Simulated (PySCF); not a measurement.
## TiF(OH) + F₂ → TiOF₂ + HF

Level: PBE0 in the def2-TZVP basis family, all electrons, no relativity, computed in PySCF with density fitting; open shells unrestricted.

| species | state and structure | ZPE (kJ/mol) | H(298 K) − H(0) (kJ/mol) | S° (J/(mol K)) |
| --- | --- | --- | --- | --- |
| TiF(OH) | triplet, Cs, O–H 0.953 Å, Ti–F 1.808 Å, Ti–O 1.800 Å; F–Ti–O 150.3°, H–O–Ti 161.3° | 38.0 | 14.0 | 292.9 |
| F₂ | singlet, D∞h, F–F 1.376 Å | 6.6 | 8.7 | 201.9 |
| TiOF₂ | singlet, Cs, Ti–F 1.789 Å (×2), Ti–O 1.592 Å; F–Ti–F 127.8°, F–Ti–O 115.8° (×2) | 18.5 | 15.4 | 313.2 |
| HF | singlet, C∞v, H–F 0.920 Å | 24.9 | 8.7 | 173.6 |

Q: Is the gas-phase reaction uphill or downhill in electronic energy at this level, and by how much?

A: At PBE0/def2-TZVP, ΔE = -712.7 kJ/mol, downhill. 

Q: Add zero-point, thermal and entropy terms for 298.15 K and 1 bar.

A: ΔZPE = -1.2 and Δ[H(298) − H(0)] = 1.4 kJ/mol give ΔH° = -712.5 kJ/mol. ΔS° = -8.0 J/(mol K), so ΔG° = -712.5 − 298.15 × (-0.0080) = -710 kJ/mol.

Open d or f shells are single determinants, so the state found may not be the ground state. Modes under 40 cm⁻¹ make the shape and entropy of TiOF₂ uncertain. The structures come from searches over a few start shapes, so lower isomers are not excluded.
